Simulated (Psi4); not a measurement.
Conformational energy of C4H12OSi, SMILES CO[SiH2]C(C)C. Scanned: dihedral O2–Si3–C4–C5; all other coordinates were relaxed at GFN2-xTB.

Geometry of the scan point at 30° (Å):
```
18

C      3.0979     0.4773     0.1135
O      1.7202     0.4118     0.3204
Si     0.6578    -0.5757    -0.4050
C     -1.0188    -0.1180     0.3762
C     -1.0860     1.3462     0.8032
C     -1.3462    -1.0165     1.5677
H      3.5746    -0.4735     0.3627
H      3.5001     1.2617     0.7559
H      3.3228     0.7137    -0.9291
H      1.0006    -1.9854    -0.1760
H      0.6573    -0.3467    -1.8576
H     -1.7901    -0.2867    -0.3819
H     -0.9178     2.0053    -0.0457
H     -2.0627     1.5772     1.2285
H     -0.3263     1.5550     1.5520
H     -2.3200    -0.7605     1.9850
H     -1.3680    -2.0624     1.2699
H     -0.6008    -0.8975     2.3511
```

Computed with PBE-D3(BJ)/def2-SVP // GFN2-xTB (Psi4 1.11).

Scanned values (°): -150, -120, -90, -60, -30, 0, 30, 60, 90, 120, 150, 180.

Describe the profile: where are the wells and the tops?

Lower than their neighbours: -60° (2.08 kJ/mol), 60° (0.00 kJ/mol), 180° (1.98 kJ/mol). Higher than their neighbours: -120° (11.30 kJ/mol), 0° (8.69 kJ/mol), 120° (8.75 kJ/mol). The whole profile spans 11.30 kJ/mol.
